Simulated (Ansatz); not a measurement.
Input file for ClFH₃Si₂ (`F[SiH][SiH2]Cl`) radical:

```yaml
crystal:
  periodic: [false, false, false]
  atoms:
    - {symbol: F, position_ang: [-0.711096, -1.904287, 1.447622]}
    - {symbol: Si, position_ang: [-0.864888, -1.133782, 0.042925]}
    - {symbol: Si, position_ang: [0.757064, 0.544345, -0.177150]}
    - {symbol: Cl, position_ang: [0.253057, 1.504874, -1.930330]}
    - {symbol: H, position_ang: [-2.255672, -0.597535, -0.021664]}
    - {symbol: H, position_ang: [0.767068, 1.548846, 0.918060]}
    - {symbol: H, position_ang: [2.115766, -0.030561, -0.325162]}
basis:
  gaussian: {orbitals: def2-SVP}
magnetization: {spin_polarized: true, initial_magnetization: 1}
correlation: {method: ccsd_t}
scf: {omitted_lower_state_checks: [cluster_reference]}
```

```sh
$ ansatz run in.yaml --threads 4 --pin off --events-out ev --progress --plain
```

Output of Ansatz, abridged:

```
Functional definition: HF
777 factors; integrals over basis functions are off by at most 1.0e-3 eV
mean field evaluation 1: about -30969.8005 eV, gradient 1.9e1 eV
mean field evaluation 2: about -30969.8024 eV, gradient 1.9e1 eV
mean field evaluation 4: about -30971.9237 eV, gradient 2.1e0 eV
mean field evaluation 8: about -30971.9907 eV, gradient 3.5e-3 eV
mean field -30971.99072738 eV, -1138.1996656618 hartree, gradient 3.3e-6 eV, S^2 0.756204; 0 other end points of the search recorded, 0 dependent functions left out
16 core orbitals not correlated: weight in the atoms' cores, before any rotation towards them, 1.000 or more for the frozen orbitals, at most 0.000 for the correlated occupied ones
reference -30971.99072738 eV, -1138.1996656618 hartree; 13, 12 occupied and 54, 55 virtual orbitals, 777 factors
second order -13.30530395 eV of doubles, -0.00000000 eV of singles
cycle   1  -14.07800208 eV  change   -7.7e-1 eV  update   9.1e-2
cycle   2  -14.44582946 eV  change   -3.7e-1 eV  update   2.9e-2
cycle   3  -14.54122419 eV  change   -9.5e-2 eV  update   1.6e-2
cycle   4  -14.53984990 eV  change    1.4e-3 eV  update   4.7e-3
cycle   5  -14.53803241 eV  change    1.8e-3 eV  update   2.2e-3
cycle   6  -14.53834746 eV  change   -3.2e-4 eV  update   9.9e-4
cycle   7  -14.53842819 eV  change   -8.1e-5 eV  update   4.1e-4
cycle   8  -14.53853295 eV  change   -1.0e-4 eV  update   1.9e-4
cycle   9  -14.53860971 eV  change   -7.7e-5 eV  update   8.8e-5
cycle  10  -14.53858174 eV  change    2.8e-5 eV  update   4.0e-5
cycle  11  -14.53857630 eV  change    5.4e-6 eV  update   1.9e-5
perturbative correction -0.29867579 eV, -0.0109761330 hartree
Total energy: -30986.82797947 eV, -1138.7449246192 hartree
Checks for a lower state left out: cluster_reference
```

It took 12 s on 4 threads of a server CPU on a shared host, with 0.41 GiB of host memory at the peak.

The correlation energy is -14.837 eV, 2.0 % of it from (T); the T1 diagnostic reads 0.0130.
